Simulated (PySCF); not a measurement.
Sc: ionisation energy

Sc [Ar] 3d1 4s2 (2D) → Sc⁺ [Ar] 3d1 4s1 (3D), as a difference of total energies. Calculation: PySCF 2.14, in jorge-DZP-DKH; the spin-free X2C one-electron Hamiltonian (Gaussian nucleus). Correlated levels: valence: [Ar] frozen. The calculations carry no spin-orbit coupling.

```
           method  ionisation energy (eV)
              UHF                   5.365
              LDA                   6.637
    MP2 (valence)                   5.981
SCS-MP2 (valence)                   6.102
```

Problem. How much does correlation contribute at MP2 (valence)?

Solution. 5.981 − (5.365) = 0.616 eV, measured against UHF.

Errors of the correlated levels include the incompleteness of this basis and the frozen core.

MP2 underrates the near-degeneracy of ns² with np² in the lower species.

For comparison: 6.562 eV (measured; NIST levels, between the centres of gravity of the two terms).
